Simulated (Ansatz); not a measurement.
`FB1NCO1` + HCl → `ClB1NCO1` + H–F at 600 K and 1 bar (ligand exchange at a B–F bond).

Isolated molecules relaxed with PBE0-D4/def2-TZVP in Ansatz; ΔE leaves out vibrations. CCSD(T)/CBS adds triple-zeta CCSD(T) − MP2 to the extrapolated MP2 energy (def2 sets, frozen cores). This one scheme is used for every species.

| species | CCSD(T)/CBS energy (Eh) | H − E (kJ/mol) | S (J/(mol·K)) |
| --- | --- | --- | --- |
| `FB1NCO1` | -294.42297 | 188.7 | 352.9 |
| HCl | -460.38127 | 35.4 | 207.2 |
| `ClB1NCO1` | -654.39022 | 186.4 | 369.4 |
| H–F | -100.39570 | 42.3 | 194.0 |

H − E and S are ideal-gas, rigid-rotor, harmonic terms from PBE0-D4/def2-TZVP, for one conformer and one mirror image of each species. 1 Eh = 2625.50 kJ/mol, R = 8.31446 J/(mol·K).

Problem. By hand: ΔE, ΔH, ΔS and ΔG.

Solution. ΔE = (-654.39022) + (-100.39570) − (-294.42297) − (-460.38127) = 0.01832 Eh = 48.1 kJ/mol. Δ(H − E) = 186.4 + 42.3 − 188.7 − 35.4 = 4.6, so ΔH = 52.7 kJ/mol. ΔS = 369.4 + 194.0 − 352.9 − 207.2 = 3.3 J/(mol·K). ΔG = 52.7 − 600 × (3.3)/1000 = 50.7 kJ/mol.

Problem. By hand: the equilibrium constant, and the temperature at which ΔG would vanish if ΔH and ΔS stayed fixed.

Solution. log₁₀ K = −ΔG/(RT ln 10) = -4.4. ΔG = 0 at ΔH/ΔS = 15970 K, far beyond where these terms or the molecules hold.

The number of gas molecules stays the same, so ΔS is small and ΔH decides. A doubt of 5 kJ/mol in ΔE shifts log₁₀ K by 0.4 here. Other conformers and mirror images would add mixing entropy, several J/(mol·K) or more a flexible species. These are equilibria of isolated gas molecules and say nothing of rates. Largest T1 diagnostic: 0.013 (customary marks: 0.02 for closed shells, 0.045 for open ones).
